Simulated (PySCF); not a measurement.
Compound: cis-NiI2(NH3)2 (triplet state).
Bonds: Ni1–I2, Ni1–I3, Ni1–N4, Ni1–N8. Hydrogens: H5, H6, H7 on N4; H9, H10, H11 on N8.

Theory: PBE0-D3(BJ)/def2-SVP geometry optimisation, gas phase, def2 core potentials past Kr (PySCF).

(1) How far are the bound atoms from Ni1?

(2) List the angles at Ni1.

(3) Describe the arrangement about Ni1 in numbers.

(4) What are the other bond lengths?

(5) What are the rotational constants (commonest isotopes, rigid rotor)?

Results:

(1) 4 atoms: N8 2.115 Å, N4 2.180 Å, I2 2.582 Å, I3 2.592 Å. The nearest atom not counted as bound is H9, at 2.53 Å.

(2) 
| angle | degrees | distance of the outer atoms (Å) |
| --- | --- | --- |
| I2–Ni1–N4 | 174.2 | 4.76 |
| I3–Ni1–N8 | 172.9 | 4.70 |
| I2–Ni1–I3 | 100.1 | 3.97 |
| N4–Ni1–N8 | 87.2 | 2.96 |
| I2–Ni1–N8 | 87.0 | 3.25 |
| I3–Ni1–N4 | 85.7 | 3.26 |

(3) Angles from 85.7° to 174.2°; τ4 = (360° − α − β)/141° = 0.09 with α and β the two widest (0 for a square, 1 for a tetrahedron). The Ni–N distances aren't all alike: 2.115 to 2.180 Å.

(4) N4–H5 and 5 like bonds 1.023 Å.

(5) A = 1260, B = 466.9, C = 341.9 MHz: an asymmetric top.

Point group: near Cs, missed by 0.29 Å at most; the miss may be what the optimiser left on a soft mode. Charge 0, triplet. ⟨S²⟩ = 2.004 (exact for a triplet: 2.00). Not checked by PBE0-D3(BJ)/def2-SVP frequencies.

On Arm Neoverse V1, one thread, no GPU, on a shared host, this took 7.8 min wall and 0.67 GiB of memory at its peak. This is the geometry optimisation.
